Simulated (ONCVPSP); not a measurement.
**calcium (Ca): excitation energies, all-electron against ONCV**

ONCVPSP 4.0.1 input, shortened (lines: element, Z, core and valence counts, functional; n l f; lmax; l rc ep ncon nbas qcut; lloc lpopt rc5 dvloc0; l nproj debl; icmod fcfact rcfact), PBE, scalar-relativistic:

```
  Ca 20.00    3    3        4      upf
    1    0    2.00
    2    0    2.00
    2    1    6.00
    3    0    2.00
    3    1    6.00
    4    0    2.00
    2
    0    2.25    0.00    3    8    5.70
    1    1.30    0.00    3    7    7.40
    2    2.45    0.30    5    9    3.70
    4    5    1.00    6.00
    0    2    0.70
    1    2    2.80
    2    1    1.90
    1    0.40    0.00
```

In the d channel the program set the typed energies aside and used -0.072 Ha.

Energies are relative to the spin-unpolarised reference configuration 3s2 3p6 4s2; without spin polarisation the order of configurations can differ from experiment.

Give the all-electron excitation energy and the error of the potential for: 3s2 3p6 4s1; 3s2 3p6 4s0; 3s2 3p6 4s1.5; 3s2 3p6 4s1 4p1.

```json
{"valence configuration": "3s2 3p6 4s1", "charge": "+1", "ΔE all-electron (eV)": "6.309", "error AE − PS (meV)": "-0.5"}
{"valence configuration": "3s2 3p6 4s0", "charge": "+2", "ΔE all-electron (eV)": "18.130", "error AE − PS (meV)": "-3.6"}
{"valence configuration": "3s2 3p6 4s1.5", "charge": "+0.5", "ΔE all-electron (eV)": "2.504", "error AE − PS (meV)": "-0.1"}
{"valence configuration": "3s2 3p6 4s1 4p1", "charge": "0", "ΔE all-electron (eV)": "2.422", "error AE − PS (meV)": "-0.4"}
```
